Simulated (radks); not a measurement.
Values are calculated unless marked as measured or tabulated.
All-electron atom: Hg+ in [Xe] 4f14 5d10 6s1.

Code: a radial shooting solver on a logarithmic mesh with Libxc functionals. Model: scalar-relativistic Kohn-Sham, Slater X-alpha with alpha = 0.989, spin-polarised, spherical densities, finite nucleus; open shells are filled with parallel spins first (spin-orbit coupling, left out, can overturn this in heavy ions); Fermi nuclear charge, rms radius 5.4648 fm.

Energy parts (eV):
| part | energy |
|---|---|
| total | -537967.70 |
| kinetic | 603524.70 |
| electron-nucleus | -1336019.88 |
| Hartree | 208822.69 |
| exchange | -14295.21 |

Orbitals (lengths in bohr, moments of r in powers of bohr; r(max) is where P^2 peaks):
| orbital | occ. | eigenvalue (eV) | r(max) |
|---|---|---|---|
| 1s up | 1 | -83482.76 | 0.01022 |
| 1s down | 1 | -83482.72 | 0.01022 |
| 2s up | 1 | -14868.00 | 0.05903 |
| 2s down | 1 | -14868.00 | 0.05903 |
| 2p up | 3 | -12848.57 | 0.04891 |
| 2p down | 3 | -12848.57 | 0.04891 |
| 3s up | 1 | -3554.152 | 0.1662 |
| 3s down | 1 | -3554.140 | 0.1662 |
| 3p up | 3 | -2968.928 | 0.1656 |
| 3p down | 3 | -2968.918 | 0.1656 |
| 3d up | 5 | -2351.826 | 0.1347 |
| 3d down | 5 | -2351.821 | 0.1347 |
| 4s up | 1 | -798.2598 | 0.3739 |
| 4s down | 1 | -798.2442 | 0.3739 |
| 4p up | 3 | -605.3509 | 0.3933 |
| 4p down | 3 | -605.3312 | 0.3933 |
| 4d up | 5 | -375.6297 | 0.3994 |
| 4d down | 5 | -375.6082 | 0.3994 |
| 4f up | 7 | -119.7050 | 0.3615 |
| 4f down | 7 | -119.6844 | 0.3614 |
| 5s up | 1 | -134.9837 | 0.8190 |
| 5s down | 1 | -134.9772 | 0.8191 |
| 5p up | 3 | -82.3677 | 0.9161 |
| 5p down | 3 | -82.2885 | 0.9159 |
| 5d up | 5 | -23.7801 | 1.135 |
| 5d down | 5 | -23.2051 | 1.129 |
| 6s up | 1 | -17.7702 | 2.070 |
| 6s down | 0 | -15.9185 | 2.039 |

The highest occupied level is 6s up at -17.770 eV. For comparison, the ionisation energy in NIST's Atomic Spectra Database is 18.757 eV (measured). In exact Kohn-Sham theory the highest level is minus the ionisation energy, but local and semilocal functionals leave it too shallow, through self-interaction and a potential that decays too fast; potentials with the right tail come closer. The electron density at the nucleus is 2.504e+06 e/bohr^3 (large components only). The spin density at the nucleus is 212.4 e/bohr^3 (1s 1.0, 2s 0.4, 3s 0.1, 4s -0.3, 5s -0.8, 6s 212.0). The density falls to 0.001 e/bohr^3 at r = 3.71 bohr. Summed over all electrons, <r^2> = 46.31 bohr^2, which gives a Langevin (diamagnetic) susceptibility term of -36.7 x 10^-6 cm^3/mol.
